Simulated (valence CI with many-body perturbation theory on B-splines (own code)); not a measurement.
**Energy levels of Br²⁰⁺**

Calculated by configuration interaction combined with many-body perturbation theory (CI+MBPT): five valence electrons over a frozen Dirac-Fock core [Ne], a basis of 11 s, 11 p, 10 d, 8 f, 5 g, 2 h functions for each j, with the one-electron correlation potential Σ1, the two-electron term Σ2, the three-electron term Σ3, Breit, model QED; selected CI, second order for the rest, scaled by the run's own slope (own B-spline code, finite nucleus).

No measured levels were compared; by estimate levels of excited configurations hold to 0.05 to 0.15 % of their energy, terms of the ground configuration to about 0.5 %. Among the levels kept, up to 3400 cm⁻¹ of a level comes from second order outside the variational space, and about a tenth of that is noise between levels of different J, which matters for small intervals.

Levels 1 to 45 of 171, with energies above the lowest level, 3s2 3p3 4S°_3/2. "Leading %" is the weight of the configuration and term that name the level; weights of strongly mixed levels are sums over their largest components and can fall short, so below about 35 % the name and the second component can differ from the true leading terms, or belong to a minority configuration. In the jj column 3d3/2^4 stands for four electrons in 3d with j = 3/2.

```csv
No.,Configuration,Term,J,E (eV),Leading %,Leading jj,g
1,3s2 3p3,4S°,3/2,0.00,72,3s^2 3p1/2^2 3p3/2 (72 %),1.783
2,3s2 3p3,2D°,3/2,8.81,66,3s^2 3p1/2 3p3/2^2 (75 %),1.105
3,3s2 3p3,2D°,5/2,12.04,97,3s^2 3p1/2 3p3/2^2 (97 %),1.198
4,3s2 3p3,2P°,1/2,17.53,97,3s^2 3p1/2 3p3/2^2 (97 %),0.663
5,3s2 3p3,2P°,3/2,24.16,65,3s^2 3p3/2^3 (91 %),1.242
6,3s 3p4,4P,5/2,60.20,83,3s 3p1/2^2 3p3/2^2 (78 %),1.569
7,3s 3p4,4P,3/2,65.79,80,3s 3p1/2 3p3/2^3 (59 %),1.664
8,3s 3p4,4P,1/2,67.24,78,3s 3p1/2^2 3p3/2^2 (45 %),2.594
9,3s 3p4,2D,3/2,74.85,58,3s 3p1/2 3p3/2^3 (43 %),0.931
10,3s 3p4,2D,5/2,77.40,70,3s 3p1/2 3p3/2^3 (69 %),1.226
11,3s2 3p2 3d,2P,3/2,84.17,34,3s 3p1/2 3p3/2^3 (34 %),1.122
12,3s 3p4,2S,1/2,85.40,30,3s 3p1/2 3p3/2^3 (29 %),1.228
13,3s2 3p2 3d,4F,3/2,86.02,69,3s^2 3p1/2 3p3/2 3d3/2 (36 %),0.643
14,3s2 3p2 3d,4F,5/2,88.03,65,3s^2 3p1/2^2 3d5/2 (52 %),1.114
15,3s2 3p2 3d,2F,5/2,91.30,70,3s^2 3p1/2 3p3/2 3d3/2 (80 %),0.945
16,3s2 3p2 3d,4F,7/2,92.19,84,3s^2 3p1/2 3p3/2 3d5/2 (68 %),1.241
17,3s2 3p2 3d,4D,1/2,92.34,55,3s^2 3p1/2 3p3/2 3d3/2 (59 %),0.733
18,3s2 3p2 3d,2F,7/2,93.78,52,3s^2 3p1/2 3p3/2 3d5/2 (52 %),1.245
19,3s2 3p2 3d,4D,3/2,94.45,77,3s^2 3p1/2 3p3/2 3d3/2 (46 %),1.125
20,3s2 3p2 3d,4F,9/2,95.56,81,3s^2 3p1/2 3p3/2 3d5/2 (74 %),1.293
21,3s2 3p2 3d,4D,1/2,95.98,36,3s^2 3p3/2^2 3d5/2 (37 %),0.780
22,3s2 3p2 3d,4D,5/2,96.95,54,3s^2 3p1/2 3p3/2 3d5/2 (61 %),1.211
23,3s2 3p2 3d,4D,7/2,102.24,38,3s^2 3p3/2^2 3d5/2 (47 %),1.192
24,3s 3p4,2P,3/2,104.24,42,3s^2 3p1/2 3p3/2 3d5/2 (34 %),1.228
25,3s2 3p2 3d,2G,7/2,105.34,58,3s^2 3p3/2^2 3d5/2 (50 %),1.021
26,3s2 3p2 3d,4P,5/2,105.71,70,3s^2 3p1/2 3p3/2 3d5/2 (43 %),1.524
27,3s2 3p2 3d,4P,3/2,107.19,57,3s^2 3p1/2 3p3/2 3d3/2 (42 %),1.527
28,3s2 3p2 3d,2G,9/2,107.84,81,3s^2 3p3/2^2 3d5/2 (73 %),1.149
29,3s2 3p2 3d,4P,1/2,107.93,59,3s^2 3p1/2 3p3/2 3d3/2 (69 %),2.216
30,3s2 3p2 3d,2D,3/2,110.02,68,3s^2 3p1/2 3p3/2 3d5/2 (44 %),0.988
31,3s2 3p2 3d,2P,1/2,112.22,39,3s^2 3p3/2^2 3d3/2 (44 %),1.046
32,3s2 3p2 3d,2D,5/2,113.87,72,3s^2 3p1/2 3p3/2 3d5/2 (34 %),1.169
33,3s2 3p2 3d,2D,3/2,116.45,63,3s^2 3p3/2^2 3d3/2 (51 %),0.928
34,3s2 3p2 3d,2P,1/2,117.27,75,3s^2 3p1/2 3p3/2 3d5/2 (72 %),0.894
35,3s2 3p2 3d,2F,5/2,117.33,45,3s^2 3p3/2^2 3d5/2 (26 %),1.064
36,3s2 3p2 3d,2D,5/2,119.00,78,3s^2 3p3/2^2 3d5/2 (61 %),1.173
37,3s2 3p2 3d,2F,7/2,121.31,93,3s^2 3p3/2^2 3d3/2 (53 %),1.134
38,3s2 3p2 3d,2P,3/2,122.84,71,3s^2 3p3/2^2 3d5/2 (52 %),1.254
39,3s2 3p2 3d,2S,1/2,123.82,54,3s^2 3p3/2^2 3d5/2 (32 %),1.834
40,3s2 3p2 3d,2D,3/2,127.97,90,3s^2 3p3/2^2 3d3/2 (49 %),0.837
41,3s2 3p2 3d,2D,5/2,128.51,63,3s^2 3p3/2^2 3d5/2 (69 %),1.105
42,3s 3p3 3d,6D°,1/2,135.32,94,3s 3p1/2 3p3/2^2 3d3/2 (46 %),3.276
43,3s 3p3 3d,6D°,3/2,135.48,92,3s 3p1/2 3p3/2^2 3d3/2 (40 %),1.828
44,3s 3p3 3d,6D°,5/2,135.68,90,3s 3p1/2^2 3p3/2 3d3/2 (35 %),1.622
45,3s 3p3 3d,6D°,7/2,136.02,88,3s 3p1/2^2 3p3/2 3d5/2 (25 %),1.558
```

Names give the largest LS component (configuration and term), which can be under half, so a name can repeat, a term be missing and a line seem to break the LS rules; names also repeat where a configuration has a term twice.

The ionisation energy to 3s2 3p2 3P_0 of the next ion comes out as 862.17 eV (NIST: 870 ± 3 eV (semi-empirical), further off than twice its uncertainty). All 171 levels together are meant to be complete up to 226.64 eV.
